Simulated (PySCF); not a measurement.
**How methods differ on the ionisation energy of I**

I [Kr] 4d10 5s2 5p5 (2P) → I+ [Kr] 4d10 5s2 5p4 (3P), as a difference of total energies. Computed with PySCF 2.14 in aug-cc-pVDZ-PP with ECP28MDF, with a scalar-relativistic core potential. Correlated levels: valence: 4s2 4p6 4d10 frozen. The calculations carry no spin-orbit coupling.

```tsv
method	ionisation energy (eV)
UHF	9.591
r2SCAN	10.568
PBE0	10.554
MP2 (valence)	10.141
SCS-MP2 (valence)	10.121
CCSD (valence)	10.130
CCSD(T) (valence)	10.145
```

Problem. How much does correlation contribute at CCSD(T) (valence)?

Solution. 10.145 − (9.591) = 0.554 eV, measured against UHF.

Errors of the correlated levels include the incompleteness of this basis and the frozen core.

For comparison: 10.519 eV (measured; NIST levels, between the centres of gravity of the two terms).
